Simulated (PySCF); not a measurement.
C2H4F2Si. Atoms are numbered in the order given.

```xyz
9

C     -1.3904     1.2054     0.0000
C     -0.0990     0.8658     0.0000
F      0.8647     1.8264     0.0000
Si     0.5981    -0.8797     0.0000
F     -0.6855    -1.8856     0.0000
H     -2.1486     0.4205     0.0000
H     -1.7097     2.2511     0.0000
H      1.4046    -1.1243    -1.2187
H      1.4046    -1.1243     1.2187
```

Geometry: TPSSh-D3(BJ)/def2-SVP. This is a generated structure with no PubChem entry under its InChIKey; it may be hypothetical. Other conformers were not sampled.

All values below come from PySCF with SMD-PBE0/6-31G*.

Solvation free energies are E(SMD) − E(gas) at the gas-phase geometry, for 1 M in both phases. In vacuum the dipole moment is 0.17 D.

```json
[
 {"solvent": "water", "ΔG(solv) (kcal/mol)": "2.0", "its non-electrostatic (CDS) part": "4.7", "dipole (D)": "0.25"},
 {"solvent": "dichloromethane", "ΔG(solv) (kcal/mol)": "-1.8", "its non-electrostatic (CDS) part": "0.6", "dipole (D)": "0.24"},
 {"solvent": "acetone", "ΔG(solv) (kcal/mol)": "-1.5", "its non-electrostatic (CDS) part": "1.0", "dipole (D)": "0.25"}
]
```
